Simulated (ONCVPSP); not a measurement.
**Building the ONCV potential for sulfur (LDA (Perdew-Wang 92), scalar-relativistic).**

sulfur (S), optimised norm-conserving Vanderbilt (ONCV), made with ONCVPSP 4.0.1 (LDA (Perdew-Wang 92), scalar-relativistic). Core [Ne], reference 3s2 3p4. Waves: 3s: rc 1.50 bohr, ncon 3, nbas 7, qcut 3.7 1/bohr, local; 3p: rc 1.50 bohr, ncon 4, nbas 7, qcut 4.8 1/bohr, 1 projector. Local part: the s channel. Core correction: Teter function, fcfact 4.25, rcfact 1.15.

* Cutoffs needed: 49 Ha and 82 Ha (the cutoffs (Ha) at which the residual kinetic energy of the hardest occupied pseudo-wave falls to 1 and 0.1 mHa per electron)
* Ghost test: no bound ghost flagged; no localised positive-energy state flagged
* Largest excitation error: +169 meV (all-electron minus pseudo) for 3s2 3p1, out of 4 test configurations
* rms error of d²Exc/dni dnj: 3.29 mHa without and 1.51 mHa with the model core
